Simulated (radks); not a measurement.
Q: All-electron atom: Te49+ in [He] 2s1. Method: scalar-relativistic Kohn-Sham, r2SCAN, spin-polarised, spherical densities, finite nucleus; open shells are filled with parallel spins first (spin-orbit coupling, left out, can overturn this in heavy ions); meta-GGA in the generalised Kohn-Sham scheme; Fermi nuclear charge, rms radius 4.7423 fm; computed with a radial shooting solver on a logarithmic mesh with Libxc functionals. Some entries of the table are withheld. Estimate them.

orbital,occ.,eigenvalue (hartree),r(max) (bohr)
1s up,1,-1348.377,(1)
1s down,1,-1347.845,(2)
2s up,1,(3),0.09740

A: 
(1) 1s up r(max) (bohr): 0.01789
(2) 1s down r(max) (bohr): 0.01790
(3) 2s up eigenvalue (hartree): -329.9108
